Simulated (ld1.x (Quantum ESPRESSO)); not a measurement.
# u(r) = r·R(r): atom against pseudo-atom (S (Z = 16))

Columns: radius, all-electron u(r) and pseudo u(r) of the 3s shell (level -27.51 eV) of sulfur in the configuration [Ne] 3s2 3p3; LDA (PZ), non-relativistic, TM semilocal scheme, ld1.x (Quantum ESPRESSO) 7.5.

```tsv
r (bohr)	all-electron	pseudo
0.085	0.1657	0.0318
0.170	-0.1533	0.0649
0.255	-0.3739	0.1011
0.340	-0.4243	0.1417
0.425	-0.3476	0.1884
0.510	-0.1983	0.2428
0.595	-0.0184	0.3060
0.680	0.1645	0.3782
0.765	0.3339	0.4583
0.850	0.4811	0.5432
0.935	0.6026	0.6277
1.020	0.6980	0.7054
1.105	0.7687	0.7699
1.190	0.8170	0.8171
1.275	0.8459	0.8459
1.360	0.8581	0.8581
1.445	0.8567	0.8567
1.530	0.8441	0.8441
1.615	0.8229	0.8229
1.700	0.7950	0.7950
1.785	0.7623	0.7623
1.870	0.7261	0.7261
1.955	0.6879	0.6879
2.040	0.6484	0.6484
2.125	0.6086	0.6086
2.210	0.5692	0.5692
```

How many radial nodes do the two functions have?

The all-electron 3s function has n − l − 1 = 2; the pseudo-wave has 0, since the states of the same l below it are removed with the core.

At about which radius was the pseudo-wave matched?

1.30 bohr. The columns agree to 0.0005 from 1.19 bohr on; several derivatives are matched, so the curves merge somewhat inside the radius.

Is the pseudo-wave norm-conserving?

Yes: the TM semilocal scheme keeps the norm inside the radius equal to the all-electron one, which fixes the energy derivative of the logarithmic derivative at the level.
